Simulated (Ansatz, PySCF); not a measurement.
Gas-phase reaction (SMILES): [Cl][Al]([Cl])[Cl] → [Cl][Al][Cl] + Cl atom; the Al-Cl bond at the site shown breaks (other sites are not compared here).

Geometries: B3LYP-D3(BJ)/def2-TZVP minima from Ansatz (an electronic-structure program). Correlated levels leave the core frozen unless marked. UHF or UKS for open shells. Spin-orbit coupling is left out. No relativistic terms. CBS marks a two-point X^-3 extrapolation of the correlation energy; Hartree-Fock from the larger set. Thermal terms are rigid-rotor harmonic-oscillator values from B3LYP-D3(BJ) frequencies (PySCF) at 298.15 K and 1 atm. 1 Eh = 627.5095 kcal/mol. Atoms have translation alone.

```tsv
species	E, CCSD(T)/CBS(cc-pV(T+d)Z,cc-pV(Q+d)Z) (Ansatz) (Eh)	E, B3LYP-D3(BJ)/def2-TZVPD (Ansatz + dftd3) (Eh)	H - E (Eh)
[Cl][Al]([Cl])[Cl]	-1621.55610	-1623.36893	0.01106
[Cl][Al][Cl]	-1161.65962	-1163.02307	0.00749
Cl atom	-459.70714	-460.16775	0.00236
```

Q: Work out ΔE and ΔH at 298.15 K at the first level, then ΔH at the second.

A: 
1. ΔE = [(-1161.65962) + (-459.70714)] - [(-1621.55610)] = 0.18934 Eh = 118.8 kcal/mol at CCSD(T)/CBS(cc-pV(T+d)Z,cc-pV(Q+d)Z).
2. The terms H - E add up to -0.00121 Eh, so ΔH = (0.18934 + (-0.00121))×627.5095 = 118.1 kcal/mol.
3. At B3LYP-D3(BJ)/def2-TZVPD the same steps give ΔE = 111.8 and ΔH = 111.0 kcal/mol, a shift of -7.1 from the first level.
4. These values are not checked against measurement here, since the tables used lack a sound gas-phase enthalpy of formation for at least one species.
